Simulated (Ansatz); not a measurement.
Basis-set series for `C=C[B](C)[GaH][F]`. Total charge 0; spin multiplicity 1. All single points use the PBE0-D4/def2-TZVP geometry. It is one conformer, not always the lowest.

```json
{"functional": "PBE0-D4", "basis": "def2-SVP", "functions": "137", "energy (Eh)": "-2167.13144", "HOMO (eV)": "-7.15", "LUMO (eV)": "-2.15"}
{"functional": "PBE0-D4", "basis": "def2-TZVPP", "functions": "301", "energy (Eh)": "-2167.65803", "HOMO (eV)": "-7.22", "LUMO (eV)": "-2.24"}
{"functional": "ωB97M-V", "basis": "def2-SVP", "functions": "137", "energy (Eh)": "-2167.43914", "HOMO (eV)": "-9.24", "LUMO (eV)": "-0.14"}
{"functional": "ωB97M-V", "basis": "def2-TZVPP", "functions": "301", "energy (Eh)": "-2167.97679", "HOMO (eV)": "-9.33", "LUMO (eV)": "-0.27"}
```

Q: Give the rows for def2-QZVPP. (Estimate.)

A: Computed: 
```tsv
functional	basis	functions	energy (Eh)	HOMO (eV)	LUMO (eV)
PBE0-D4	def2-QZVPP	584	-2167.71564	-7.25	-2.26
ωB97M-V	def2-QZVPP	584	-2168.03254	-9.36	-0.33
```

Scalar relativity is left out up to krypton.
